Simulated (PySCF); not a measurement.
# Peak assignment

Structure with atom numbers: `[CH3:1][C:2]#[C:3][Si@@H:4]([PH2:5])[O:6][SiH3:7]` (H(Xn): hydrogen on atom n).

- shieldings: GIAO PBE0/pcSseg-1
- GFN2-xTB geometry
- program: PySCF
- gas phase, no relativistic terms, single conformer, rapidly exchanging positions averaged

Scale: 13C, 1H vs TMS (reference shieldings calculated alike).

(1) Assign these signals to the numbered atoms. 13C{1H} NMR (computed): δ 114.5 (C), 87.0 (C), 5.8 (CH3).

(2) Assign these signals to the numbered atoms. 1H NMR (400 MHz, computed): δ 5.81 (m, 1H), 5.11 (s, 3H), 2.10 (s, 3H), 1.20 (m, 2H).

Answers

(1) 
114.5 → C2, alkyne carbon
87.0 → C3, alkyne carbon: sp carbons lie upfield of alkene carbons because the cylindrical π system leaves one tensor component strongly shielded
5.8 → C1, propargylic methyl carbon: saturated and bonded to C and H only

(2) 
5.81 → H(Si4), hydrogen on a silicon bonded to C, O, P
5.11 → H(Si7), hydrogen on a silicon bonded to O
2.10 → H(C1), hydrogen on a propargylic methyl carbon
1.20 → H(P5), hydrogen on a phosphorus bonded to Si

Splittings by 31P in the carbon and heteronuclear signals aren't shown, as no couplings were computed. Shifts are as computed. Against solution values, carbons near 30 ppm lie about +3 ppm off and those near 130 ppm about +5 ppm. Of 1211 compounds with measured shifts, 218 miss one by over three times the rms of a fit or turn the order of signals round; such compounds aren't used in these exercises. Multiplicities follow the n + 1 count of equivalent neighbours, as no J values were calculated; m marks all less simple cases, F and P coupling included.
